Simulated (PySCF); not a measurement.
One molecule, many functionals

Species: C₃H₇BO.
InChI=1S/C3H7BO/c1-3(4)5-2/h1,4H2,2H3

Linear-response calculations in the def2-SVPD basis (PySCF; singlets by full response, triplets Tamm–Dancoff, core orbitals frozen in the response; HF means time-dependent Hartree–Fock). 'Strongest' is the level of largest summed f among the singlets computed (10 roots, of which the last may lack a degenerate partner); it can jump between rows when another state enters that window. S1 is the lowest singlet of each run and needn't be the same state throughout; f(S1) is that of one state. One conformer (not necessarily the lowest) at the PBE0-D3(BJ)/def2-SVP geometry, without solvent, vibrations or thermal averaging.

```csv
functional,kind,S1 (eV),f(S1),strongest (eV),T1 (eV),HOMO (eV),gap (eV),"ionisation energy, ΔSCF (eV)"
LDA,LDA,3.49,0.068,6.95,2.32,-6.04,2.68,9.22
PBE,GGA,3.58,0.074,6.98,2.24,-5.86,2.77,8.97
B3LYP,"global hybrid, 20% exact exchange",4.15,0.122,7.32,2.51,-6.77,4.43,9.04
PBE0,"global hybrid, 25% exact exchange",4.25,0.130,7.48,2.47,-6.98,4.84,9.01
BHandHLYP,"global hybrid, 50% exact exchange",4.77,0.197,7.88,2.66,-7.97,6.89,8.90
wB97X-D,range-separated hybrid,4.50,0.158,7.71,2.70,-8.76,8.50,9.02
LC-wPBE,range-separated hybrid,4.72,0.182,7.98,2.56,-9.50,9.62,9.09
HF,Hartree–Fock,5.39,0.305,5.39,2.49,-9.43,10.93,not settled
```

Problem. What does CAM-B3LYP (range-separated hybrid) give?

Solution. S1 (eV) 4.48, f(S1) 0.158, strongest (eV) 7.60, T1 (eV) 2.59, HOMO (eV) -8.24, gap (eV) 7.22, ionisation energy, ΔSCF (eV) 9.07. S1 runs from 3.49 eV (LDA) to 5.39 eV (HF), a spread of 1.90 eV, while the orbital gap spreads over 8.2 eV. Along PBE (0%), B3LYP (20%), PBE0 (25%), BHandHLYP (50%), HF (100%) S1 rises with the share of exact exchange. −ε(HOMO) comes closest to its own ΔSCF ionisation energy with wB97X-D (-0.25 eV) and misses most with LDA (-3.18 eV). 'Not settled' means that the ion's SCF failed to converge or may have ended in another state than the lowest.
